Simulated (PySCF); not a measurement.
C₃F₅ (SMILES FC(F)=[C]C(F)(F)F), doublet, geometry from GFN2-xTB. Base run: B3LYP/STO-3G (PySCF).

The PySCF input:
```python
from pyscf import gto, scf, dft

mol = gto.Mole()
mol.atom = '''
    F     2.08823266   -0.84310013    1.48714242
    C     1.34967774   -0.21136558    0.60608940
    F     2.10820213    0.63648515   -0.08184707
    C     0.07347268   -0.39191493    0.43848846
    C    -1.08282283    0.04051778   -0.34952189
    F    -1.28492352    1.36519252   -0.24993221
    F    -2.21267400   -0.55444525    0.03690842
    F    -0.92572232   -0.22895712   -1.65564220
'''
mol.basis = 'sto-3g'
mol.spin = 1
mol.verbose = 4
mol.build()

mf = dft.UKS(mol)
mf.xc = 'b3lyp'
mf.kernel()
```

Variants of this job, named by their change:

```
change                                ΔE vs base (µEh)  grid points  electrons on the grid
------------------------------------  ----------------  -----------  ---------------------
base                                               0.0       113664               62.99999
grids.becke_scheme = stratmann                   -23.3       113664               63.00001
grids.atom_grid = (75, 302)                        0.0       113664               62.99999
grids.radi_method = gauss_chebyshev                0.5       110928               62.99999
grids.atom_grid = (30, 110)                       -408        19648               62.99955
grids.radi_method = mura_knowles                  -0.3       108264               62.99999
grids.level = 2                                    0.1        91648               62.99999
grids.prune = dft.gen_grid.sg1_prune             -66.0        50744               63.00001
grids.radi_method = delley                         0.0       120112               62.99999
grids.level = 5                                  -16.4       348328               63.00000
grids.prune = off                                  1.7       181200               62.99999
```

Open shells are given as the SCF converged; they aren't shown to be the lowest states, and a large step between rows can be another state.
